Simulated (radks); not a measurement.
Results of a calculation; reference values are marked as such.
Task: These are the eigenvalues of the occupied orbitals of an atom or ion with whole-number occupations (eV). Code: a radial shooting solver on a logarithmic mesh with Libxc functionals. Model: scalar-relativistic Kohn-Sham, PBE, spin-polarised, spherical densities, finite nucleus; Fermi nuclear charge, rms radius of each element as measured or else 0.836 A^(1/3) + 0.57 fm.

orbital  eigenvalue
1s up     -49602.15
1s down   -49601.41
2s up     -9158.660
2s down   -9158.256
2p up     -8297.445
2p down   -8296.794
3s up     -2902.146
3s down   -2901.330
3p up     -2633.346
3p down   -2632.427
3d up     -2282.373
3d down   -2281.526
4s up     -1350.970
4s down   -1346.158
4p up     -1250.161

Which element is it, and in what charge state? The configuration may be excited. Open shells, if any, are filled with parallel spins first.

Result: Z = 63, europium, charge +32: Eu32+ in [Ar] 3d10 4s2 4p1. The list shows which subshells hold electrons but not how many an open one holds; the 1s level, -1822.8 hartree, gives Z - s = 60.4 by -(Z - s)^2/2, which with screening and relativity narrows Z to a few neighbours, and the depths of the outer levels then fix element, charge and occupations together.
